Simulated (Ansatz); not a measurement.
Molecule: CH₆O₃Sn, charge 0, multiplicity 1. 
Geometry from a B3LYP-D3(BJ)/def2-TZVP (Ansatz, a program for electronic structure) optimisation:
```
Sn
O 1 1.9747
H 2 0.9637 1 111.86
O 1 1.9747 2 106.33 3 -106.49
H 4 0.9637 1 111.86 2 6.53
O 1 1.9747 2 106.33 3 6.53
H 6 0.9637 1 111.86 2 -106.49
C 1 2.1276 2 112.46 3 130.02
H 8 1.0875 1 108.78 2 -85.23
H 8 1.0875 9 110.15 1 -119.15
H 8 1.0875 9 110.15 10 -121.70
```
Charge 0, spin multiplicity 1.

Computed values are from Ansatz. Correlated levels leave the core frozen unless marked. Open shells are spin-unrestricted. No spin-orbit coupling. Frozen are the shells of the preceding noble gas and the d and f shells that filled before the atom's block. In def2 rows, elements after Kr have scalar-relativistic effective core potentials. CBS marks a two-point X^-3 extrapolation of the correlation energy; Hartree-Fock from the larger set. [CCSD(T)-MP2]/basis is that difference in the basis named.

What is the T1 diagnostic at CCSD/def2-TZVPPD?

0.014.

What is the dipole moment at CCSD(T)/def2-SVPD?

0.49 D.

What is the total energy at RI-MP2/CBS(def2-TZVPPD,def2-QZVPPD)+[CCSD(T)-MP2]/def2-TZVPPD?

-480.7191 Eh.

What is the atomisation energy De at RI-MP2/CBS(def2-TZVPPD,def2-QZVPPD)+[CCSD(T)-MP2]/def2-TZVPPD?

945.0 kcal/mol.
